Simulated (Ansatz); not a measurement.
## Ligand exchange: GeH3I + BH(CH3)(SH) → GeH3(SH) + BH(CH3)I

Species: GeH3I `[GeH3][I]`, singlet; BH(CH3)(SH), singlet; GeH3(SH), singlet; BH(CH3)I, singlet. The partners trade I for SH: Ge–I and B–SH bonds give way to Ge–SH and B–I.

Shapes, held fixed at every level: PBE0-D4/def2-TZVP. Flexible molecules stand in one conformer, not always the lowest. Programs: Ansatz 0.2.0. The zero-point and thermal change to 298 K, harmonic and unscaled (PBE0-D4/def2-TZVP), is -2.7 kJ/mol.

```json
{"level": "HF/def2-TZVPP", "kind": "Hartree–Fock", "ΔH(298 K) (kJ/mol)": "+59.2", "less CCSD(T)/def2-TZVPP": "+7.6", "CPU time (sum over the molecules)": "–"}
{"level": "r2SCAN-D4/def2-TZVPP", "kind": "meta-GGA", "ΔH(298 K) (kJ/mol)": "+57.8", "less CCSD(T)/def2-TZVPP": "+6.2", "CPU time (sum over the molecules)": "23 s"}
{"level": "B3LYP-D4/def2-TZVPP", "kind": "global hybrid", "ΔH(298 K) (kJ/mol)": "+58.5", "less CCSD(T)/def2-TZVPP": "+6.9", "CPU time (sum over the molecules)": "19 s"}
{"level": "PBE0-D4/def2-TZVPP", "kind": "global hybrid", "ΔH(298 K) (kJ/mol)": "+58.2", "less CCSD(T)/def2-TZVPP": "+6.6", "CPU time (sum over the molecules)": "14 s"}
{"level": "r2SCAN0-D4/def2-TZVPP", "kind": "global hybrid", "ΔH(298 K) (kJ/mol)": "+58.7", "less CCSD(T)/def2-TZVPP": "+7.1", "CPU time (sum over the molecules)": "25 s"}
{"level": "CCSD(T)/def2-SVP", "kind": "coupled cluster or CI", "ΔH(298 K) (kJ/mol)": "+65.2", "less CCSD(T)/def2-TZVPP": "+13.6", "CPU time (sum over the molecules)": "16 s"}
{"level": "CCSD/def2-SVP", "kind": "coupled cluster or CI", "ΔH(298 K) (kJ/mol)": "+65.5", "less CCSD(T)/def2-TZVPP": "+13.9", "CPU time (sum over the molecules)": "–"}
{"level": "CCSD(T)/def2-TZVPP", "kind": "coupled cluster or CI", "ΔH(298 K) (kJ/mol)": "+51.6", "less CCSD(T)/def2-TZVPP": "0.0", "CPU time (sum over the molecules)": "2.7 min"}
```

The highest level, CCSD(T)/def2-TZVPP, gives ΔH(298 K) = +51.6 kJ/mol; the levels span +51.6 to +65.5. The column of differences is taken from that level and isn't an error. No measured value is set beside it here. For atoms past krypton def2 sets carry core potentials with scalar relativity. Relativity is left out for Ge unless named. Correlated rows may include outer-core shells of Ge, I, which these sets cover unevenly. Times are processor times on shared x86 and Arm servers, and rough.
